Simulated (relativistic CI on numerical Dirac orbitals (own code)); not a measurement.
Computed by Dirac-Coulomb-Breit CI, separate exchange-only KLI orbitals for each configuration, QED by a radiative potential, unscaled Slater integrals (own radial code, finite nucleus).

The strongest absorption lines from the ground level of an ion, among the configurations computed and to levels below about 2470 eV (vacuum wavelength in Å, gf): 7.3289 (0.068), 7.4724 (0.063), 10.355 (0.17), 10.890 (0.2), 53.885 (1.1), 117.96 (0.23).

Problem. Which ion is it?
A. Ir XLIX
B. Ta XLV
C. Tl LIII
D. Ir XLVII

Solution. A. Ir XLIX has 29 electrons and the ground level 3d¹⁰4s ²S1/2; the strongest line goes to 3d¹⁰4p ²P°3/2. The pattern of lines fixes the number of electrons, and along that sequence the line energies rise steadily with the charge (about as its square where n changes within one kind of shell, about linearly where n is kept but much faster in heavy ions where fine structure, which grows about as Z⁴, sets the gap, and irregularly where shells cross), which fixes Z. Configurations outside the model, such as inner-shell arrays, can give stronger lines. At this charge energies of transitions that change n are usually good to better than 1 %, and those within a shell (Δn = 0) to a few per cent.

LS names give the leading component of a level, which can be under half, so a name can repeat, a term be missing and a line seem to break the LS rules.
